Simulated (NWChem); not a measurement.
System: C$_{3}$HBrF$_{2}$; SMILES FC(F)=C=CBr

This build's default masses of Se (78.918 u) and Br (79.917 u) are each other's, which moves their modes by up to 0.6 %.

Task: Give the equilibrium geometry at PBE0/def2-SVP (NWChem) as an XYZ file, with the point group.

Result: point group Cs; any orientation.
```
7

F      0.2480    -2.7843     1.0757
C     -0.0174    -2.0849     0.0000
F      0.2480    -2.7843    -1.0757
C     -0.4952    -0.8675     0.0000
C     -0.9507     0.3524     0.0000
Br     0.1550     1.8871     0.0000
H     -2.0151     0.6083     0.0000
```
